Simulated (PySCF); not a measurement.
## Structure from 2D NMR

Compound of formula C4H7NOSi. Correlations simulated from computed shifts and the bond graph:

HSQC (one-bond C–H):
| δH | δC |
| --- | --- |
| 7.50 | 135.8 |
| 6.62 | 122.9 |

HMBC (two and three bonds, from the bond graph):
| δH | δC |
| --- | --- |
| 7.50 | 152.4, 141.8, 122.9 |
| 6.62 | 152.4, 141.8, 135.8 |
| 4.38 | 152.4, 122.9 |

Carbons without hydrogens: δ 152.4, 141.8.

A single conformation, in vacuum, no relativistic terms, rapidly exchanging positions averaged. GFN2-xTB geometry; shielding tensors at PBE0/pcSseg-1 (GIAO); PySCF 2.14.

Scale: TMS for 1H (σ = 31.72 ppm) and 13C (σ = 186.93 ppm) (reference shieldings calculated alike).

Exchangeable hydrogens are left out of these lists.

Q: Which molecule is this?

A: SMILES c1(N)coc([SiH3])c1.

Atom-mapped SMILES (the numbers label the heavy atoms): `[NH2:1][c:2]1[cH:3][o:4][c:5]([SiH3:6])[cH:7]1` (H(Xn): hydrogen on atom n).

δC 152.4 is C5, a substituted aromatic carbon next to the ring oxygen. δC 141.8 is C2, an aromatic carbon bearing nitrogen. δC 135.8 is C3, an aromatic CH next to the ring oxygen (δH 7.50). δC 122.9 is C7, an aromatic CH (δH 6.62). HMBC from δH 7.50 reaches the proton-free carbons C5, C2. HMBC from δH 6.62 reaches the proton-free carbons C5, C2. HMBC from δH 4.38 reaches the proton-free carbon C5.

The shifts were computed for this structure.

Exchangeable OH/NH protons stand at their gas-phase positions; hydrogen bonding in a real sample shifts them, mostly to higher δ. Shifts are as computed. Against solution values, carbons near 30 ppm lie about +3 ppm off and those near 130 ppm about +5 ppm. Of 1211 compounds with measured shifts, 218 miss one by over three times the rms of a fit or turn the order of signals round; such compounds aren't used in these exercises.
